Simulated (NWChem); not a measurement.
Molecule: P2H3, doublet; SMILES [PH]P

Problem. Give the equilibrium geometry at PBE-D3(BJ)/def2-SVP, spin-unrestricted (NWChem) as a Z-matrix, with the point group.

Solution. point group C1; any orientation.
```
P
H 1 1.4384
H 1 1.4423 2 94.97
P 1 2.2036 2 96.70 3 100.63
H 4 1.4467 1 91.17 2 -157.73
```
